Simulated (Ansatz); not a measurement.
CH$_{4}$ClFO$_{2}$Sn, SMILES `C[O][Sn]([OH])([F])[Cl]`, relaxed with RKS PBE-D4/def2-SVP in Ansatz from a rough embedded geometry. The force threshold is 0.03 eV/Å; the program also tests the step.

Charge 0, multiplicity 1. Sn: def2 effective core potential.

Start:

```xyz
10

C    -1.428   -0.821    0.302
O    -0.298   -0.869    1.059
Sn    0.981    0.407    0.248
O     1.327   -0.001   -1.674
F     2.721    0.233    1.150
Cl    0.225    2.624    0.489
H    -1.276   -1.074   -0.740
H    -1.865    0.269    0.364
H    -2.213   -1.479    0.792
H     1.826    0.710   -1.989
```

| step | energy (eV) | largest force (eV/Å) | largest move (Å) |
| --- | --- | --- | --- |
| 1 | -26245.5020 | 3.235 | 0.000 |
| 2 | -26245.8545 | 1.097 | 0.194 |
| 3 | -26245.8894 | 0.300 | 0.069 |
| 4 | -26245.8958 | 0.116 | 0.057 |
| 5 | -26245.8981 | 0.086 | 0.052 |
| 6 | -26245.8991 | 0.089 | 0.038 |
| 7 | -26245.9004 | 0.066 | 0.059 |
| 8 | -26245.9013 | 0.106 | 0.050 |
| 9 | -26245.9019 | 0.078 | 0.055 |
| 10 | -26245.9024 | 0.034 | 0.030 |
| 11 | -26245.9027 | 0.025 | 0.025 |
| 12 | -26245.9031 | 0.021 | 0.046 |
| 13 | -26245.9032 | 0.091 | 0.065 |
| 14 | -26245.9034 | 0.025 | 0.014 |

End:

```xyz
10

C    -1.592   -0.816    0.384
O    -0.212   -0.975    0.708
Sn    1.077    0.414    0.117
O     1.678    0.077   -1.749
F     2.612    0.276    1.303
Cl    0.158    2.573    0.353
H    -1.806   -1.035   -0.687
H    -1.983    0.199    0.621
H    -2.153   -1.548    1.002
H     2.220    0.835   -2.053
```

Hardware: 2 threads of an AMD EPYC 7R13 on a shared host. Wall time 28 s, peak host memory 0.51 GiB.
